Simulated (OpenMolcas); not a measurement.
Consider [Cu2(μ-OH)2(Cl)4]2-, a planar model complex in vacuum (2 bridging OH, bridge angle 86°, metal-metal distance 2.65 Å, Cu–OH 1.94 Å; typed geometry, not optimised).

```xyz
10

Cu    -1.3224     0.0000     0.0000
Cu     1.3224     0.0000     0.0000
O      0.0000     1.4181     0.0000
H      0.0000     2.3781     0.0000
O      0.0000    -1.4181     0.0000
H      0.0000    -2.3781     0.0000
Cl    -2.9699     1.6476     0.0000
Cl    -2.9699    -1.6476     0.0000
Cl     2.9699     1.6476     0.0000
Cl     2.9699    -1.6476     0.0000
```

### Question
Give the energies of the total-spin states at CASSCF(2,2) on the singly occupied d orbitals (ANO-RCC-VDZP on Cu, O, Cl and ANO-RCC-VDZ on H, scalar-relativistic DKH2, RICD, no spin-orbit coupling, OpenMolcas), and the exchange constant.

### Answer
Local spins 1/2 and 1/2.

```tsv
total S	E (cm⁻¹)	natural occupations, lowest and highest
1	0.0	1.000, 1.000
0	25.6	0.996, 1.004
```

J = 12.8 cm⁻¹ (ferromagnetic).

J is defined by H = −2J S1·S2, so negative values are antiferromagnetic. Wave-function values come from the highest and lowest total spin; broken-symmetry values use Yamaguchi's formula with the computed ⟨S²⟩. The active space holds the singly occupied metal orbitals alone, without bridging-ligand orbitals. No row is a measured value.
